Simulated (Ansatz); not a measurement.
The cluster Cd4S5 (the lowest singlet isomer of a short search). Charge 0, multiplicity 1. Geometry PBE-D4/def2-SVP, basis def2-TZVP, Ansatz.

Cartesian coordinates in Å:
```
Cd -1.578 -0.786 -0.802
Cd -0.939 1.275 1.635
Cd 1.138 -1.004 1.169
Cd 0.946 1.436 -0.846
S 1.680 -1.020 -1.396
S 0.007 -1.932 -2.340
S -1.570 1.815 -0.812
S 1.641 1.494 1.653
S -1.325 -1.277 1.741
```

```tsv
run	HOMO (eV)	LUMO (eV)
A	-5.31	-4.00
B	-6.27	-3.29
C	-5.23	-3.87
D	-5.50	-3.86
E	-7.14	-2.61
```

In the def2 sets Cd takes a core potential; there is no spin–orbit coupling. The structure comes from a short search, and lower isomers may exist.

Question: The runs used BHLYP, PBE, PBE0, r2SCAN, revPBE. Estimate which is which.

Answer: A PBE (0 % exact exchange); B PBE0 (25 % exact exchange); C revPBE (0 % exact exchange); D r2SCAN (0 % exact exchange); E BHLYP (50 % exact exchange). Exact exchange lowers occupied and raises empty levels; among semilocal functionals meta-GGAs tend to open the gap a little, and such runs are hard to tell apart. The gap grows from 1.31 eV (PBE) to 4.53 eV (BHLYP).
